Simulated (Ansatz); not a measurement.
Ansatz (an electronic-structure program) input (PBE/6-31G*):

Ansatz 0.2 input:
```yaml
crystal:
  periodic: [false, false, false]
  atoms:
    - {symbol: C, position_ang: [1.39029200, 0.60540400, -0.99050000]}
    - {symbol: Si, position_ang: [-0.07665300, -0.11884400, -0.03444400]}
    - {symbol: O, position_ang: [-0.77155700, -1.40943000, -0.56885300]}
    - {symbol: O, position_ang: [-1.12664400, 1.21745900, 0.07024400]}
    - {symbol: O, position_ang: [0.57383300, -0.30194300, 1.52840200]}
    - {symbol: H, position_ang: [1.09233000, 0.87291300, -2.00795000]}
    - {symbol: H, position_ang: [1.77634400, 1.50591000, -0.50237900]}
    - {symbol: H, position_ang: [2.20490100, -0.12118700, -1.05392100]}
    - {symbol: H, position_ang: [-2.01083200, 0.87865100, -0.09959600]}
    - {symbol: H, position_ang: [0.26359000, -1.15358000, 1.85072000]}
basis:
  gaussian:
    orbitals: 6-31G*
hamiltonian:
  xc: {name: PBE}
total_charge: -1
output: {forces: true}
```

Output:

```
Functional definition: PBE
integrals: 0.04 GiB planned
1002 factors; their error is unknown
mean field: 0.22 GiB planned
mean field evaluation 1: about -15119.0146 eV, gradient 7.2e1 eV
mean field evaluation 2: about -15078.1521 eV, gradient 1.5e2 eV
mean field evaluation 4: about -15128.7052 eV, gradient 5.2e0 eV
mean field evaluation 8: about -15128.7551 eV, gradient 2.5e-1 eV
mean field evaluation 16: about -15128.6875 eV, gradient 9.8e-5 eV
mean field -15128.68754992 eV, -555.9690128668 hartree, gradient 1.7e-5 eV, S^2 0.000000; 0 other end points of the search recorded, 0 dependent functions left out
the calculation of the forces begins
reference -15128.68758297 eV, -555.9690140812 hartree; 25, 25 occupied and 64, 64 virtual orbitals, 1002 factors
Total energy: -15128.68758297 eV, -555.9690140812 hartree
Atom 0 at     1.390292     0.605404    -0.990500 Å, force    -0.104413    -0.007088     0.114379 eV/Å
Atom 1 at    -0.076653    -0.118844    -0.034444 Å, force     0.155544     0.081951    -0.095999 eV/Å
Atom 2 at    -0.771557    -1.409430    -0.568853 Å, force    -0.487500    -0.928458    -0.398941 eV/Å
Atom 3 at    -1.126644     1.217459     0.070244 Å, force     0.273307     1.012150     0.155683 eV/Å
Atom 4 at     0.573833    -0.301943     1.528402 Å, force     0.666070     0.661210     0.492477 eV/Å
Atom 5 at     1.092330     0.872913    -2.007950 Å, force    -0.087308     0.104055    -0.344530 eV/Å
Atom 6 at     1.776344     1.505910    -0.502379 Å, force     0.164463     0.319051     0.140658 eV/Å
Atom 7 at     2.204901    -0.121187    -1.053921 Å, force     0.288208    -0.231474    -0.022526 eV/Å
Atom 8 at    -2.010832     0.878651    -0.099596 Å, force    -0.552643    -0.399855    -0.122177 eV/Å
Atom 9 at     0.263590    -1.153580     1.850720 Å, force    -0.315728    -0.611543     0.080978 eV/Å
Dipole moment:     0.119460     0.261503     0.133175 e Å
```

The dipole moment of an ion depends on the origin.

The geometry given is a B3LYP-D3(BJ)/def2-TZVP minimum.
